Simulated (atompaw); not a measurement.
# What one change does to a pseudopotential (potassium, PAW (atompaw))

```json
{
  "Element": "K (Z = 19)",
  "Generator": "atompaw 4.2.0.5",
  "Type": "PAW",
  "Functional": "LDA (PW92)",
  "Relativity": "scalar-relativistic",
  "Frozen core": "[Ne] 3s2",
  "Valence charge": "7",
  "Reference configuration": "3p6 4s1 4p0",
  "Partial waves": "4s (bound): rc 3.00 bohr; 4s channel at 3.8 Ry: rc 3.00 bohr; 3p (bound): rc 2.15 bohr; 4p (bound, empty): rc 2.75 bohr; 3d channel at 0.2 Ry: rc 3.00 bohr; 3d channel at 1.1 Ry: rc 3.00 bohr",
  "Local potential": "bessel scheme, radius 2.20 bohr",
  "Core correction": "smooth core density matched at 1.85 bohr",
  "Augmentation charge": "besselshape compensation charge, radius 2.65 bohr; PAW radius 3.00 bohr; waves and projectors: custom rrkj gramschmidtortho"
}
```

Change: wave 4s channel at 3.8 Ry: rc 3.00 bohr becomes 4s channel at 3.8 Ry: rc 1.82 bohr.

Cutoffs: the cutoffs (Ry, on a coarse ladder) from which the occupation-weighted sum of valence levels, in a spherical-Bessel basis at the reference potential, stays within 10 and 1 mRy of its value at 400 Ry; they do not see the model core or the augmentation charge, which bear on the density cutoff.

Question: What does the change do?

Answer: The potential gets neither clearly harder nor softer (15 Ry and 30 Ry → 15 Ry and 30 Ry); a bound ghost appears in s, which as a rule spoils a file.

| quantity | base | changed |
| --- | --- | --- |
| cutoff, loose | 15 Ry | 15 Ry |
| cutoff, tight | 30 Ry | 30 Ry |
| bound ghosts | none | s |
| s: phases at 3.01 bohr within 0.05 rad from the reference energy up to (Ry; the scan ends near 5) | 4.7 | 5.0 |
| p: phases at 3.01 bohr within 0.05 rad from the reference energy up to (Ry; the scan ends near 5) | 4.0 | 4.0 |
| d: phases at 3.01 bohr within 0.05 rad from the reference energy up to (Ry; the scan ends near 5) | 4.9 | 4.9 |
| lowest overlap eigenvalue by channel | s 1.00, p 0.09, d 0.33 | s 0.14, p 0.09, d 0.33 |

 A true bound ghost makes a file unfit for plane-wave use even where its test errors are small: the radial tests pick states by their node count and pass the ghost by. The cutoffs see the waves, projectors and local potential, not the compensation charge or the core.
